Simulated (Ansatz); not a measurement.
Calculated with Ansatz (gas phase, PBE0-D4/def2-TZVP geometries, no zero-point term in ΔE). CCSD(T)/CBS is the MP2 limit (def2-TZVPP, def2-QZVPP) plus CCSD(T) − MP2 in def2-TZVPP, frozen cores. This one scheme is used for every species. Elements past krypton have def2 core potentials. For Cd outer-core shells are correlated without core-valence functions, which leaves a few kJ/mol of doubt a bond. Each species was taken in one conformer, which may not be the lowest.

Reaction (ligand exchange at a Cd–N bond): `[F][Cd][N]([SiH3])[SiH3]` + HCl → `[F][Cd][Cl]` + `[SiH3]N[SiH3]`

```tsv
species	CCSD(T)/CBS(def2) energy (Eh)
`[F][Cd][N]([SiH3])[SiH3]`	-904.02928
HCl	-460.38127
`[F][Cd][Cl]`	-727.34376
`[SiH3]N[SiH3]`	-637.10515
```

Task: Work out ΔE.

Result: ΔE = (-727.34376) + (-637.10515) − (-904.02928) − (-460.38127) = -0.03836 Eh = -100.7 kJ/mol.

Task: What do rigid-rotor, harmonic-oscillator terms from PBE0-D4/def2-TZVP frequencies (298.15 K, 1 bar) make of the CCSD(T)/CBS value? (Estimate.)

Result: The calculation gave: ΔZPE = +11.6 kJ/mol, ΔH = -92.0 kJ/mol, ΔS = 5 J/(mol·K), ΔG = -93.4 kJ/mol. Modes under 50 cm⁻¹ make the entropy rough.

Largest T1 diagnostic among the species: 0.015.

From PBE to PBE0 (25 % exact exchange), in def2-TZVPP and without D4, ΔE moves by −7.0 kJ/mol. In def2-TZVPP, CCSD(T) changes the Hartree–Fock value by +47.1 kJ/mol (the triples alone add +6.7 kJ/mol) and MP2 by +52.0 kJ/mol.
